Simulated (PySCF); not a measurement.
A table of computed molecular properties with gaps.

```tsv
no.	species (SMILES)	atoms	electrons	dipole moment (D)	HOMO energy (eV)	LUMO energy (eV)	smallest rotational constant (GHz)
1	C#C[C@@H]1[C@H](C=C)C[Si@@H]1O	19	74	?	-7.15	0.20	0.811
2	CC[C@H]1C=CCS1(=O)=O	19	78	4.44	?	-0.55	1.060
3	CO[C@@H]1C[Si@@H]1O[SiH3]	17	72	0.85	-6.14	?	1.007
4	F[SiH2]C[Si@H](P)/C=C\[SiH3]	20	96	?	-7.56	-1.31	0.399
5	C=C[SiH2]S[Si](C)(C)C=O	21	94	?	-6.99	-1.64	0.701
```

Levels: PBE0/pcSseg-1 for dipole moment, HOMO energy and LUMO energy; GFN2-xTB for smallest rotational constant. Geometries: GFN2-xTB. Each SMILES stands for a single optimised conformer of the isolated species, non-relativistic unless stated. Electronic properties by PySCF.

The conformers computed, where there is a choice (atom-mapped SMILES and torsion angles):
- `[CH:1]#[C:2][C@@H:3]1[C@H:4]([CH:5]=[CH2:6])[CH2:7][Si@@H:8]1[OH:9]`: C3–C4–C5–C6 120°, H–O9–Si8–C7 -59°
- `[CH3:1][O:2][C@@H:3]1[CH2:4][Si@@H:5]1[O:6][SiH3:7]`: C1–O2–C3–C4 161°, C4–Si5–O6–Si7 -41°
- `[F:1][SiH2:2][CH2:3][Si@H:4]([PH2:5])/[CH:6]=[CH:7]\[SiH3:8]`: F1–Si2–C3–Si4 -176°, Si2–C3–Si4–P5 174°, C3–Si4–C6–C7 -103°, H–P5–Si4–C3 78°, H–P5–Si4–C3 171°
- `[CH2:1]=[CH:2][SiH2:3][S:4][Si:5]([CH3:6])([CH3:7])[CH:8]=[O:9]`: C1–C2–Si3–S4 26°, C2–Si3–S4–Si5 58°, Si3–S4–Si5–C6 -101°, S4–Si5–C8–O9 -12°

The conformers of `CC[C@H]1C=CCS1(=O)=O` aren't listed.

Question: What is the dipole moment in row 1?

Answer: 0.73 D.

Question: What is the HOMO energy in row 2?

Answer: -8.05 eV.

Question: Row 3: the LUMO energy?

Answer: 0.12 eV.

Question: What is the dipole moment in row 4?

Answer: 2.01 D.

Question: Row 5: the dipole moment?

Answer: 3.24 D.

Question: In the completed table, which rows hold the lowest and the highest dipole moment, and what is the mean?

Answer: Row 1 the lowest (0.73 D), row 2 the highest (4.44 D); the mean over the 5 rows is 2.25 D.

Question: In the completed table, which rows hold the lowest and the highest LUMO energy, and what is the mean?

Answer: Row 5 the lowest (-1.64 eV), row 1 the highest (0.20 eV); the mean over the 5 rows is -0.64 eV.

Question: What is the HOMO–LUMO gap, row by row?

Answer: row 1: 7.35, row 2: 7.50, row 3: 6.26, row 4: 6.25, row 5: 5.35 eV.
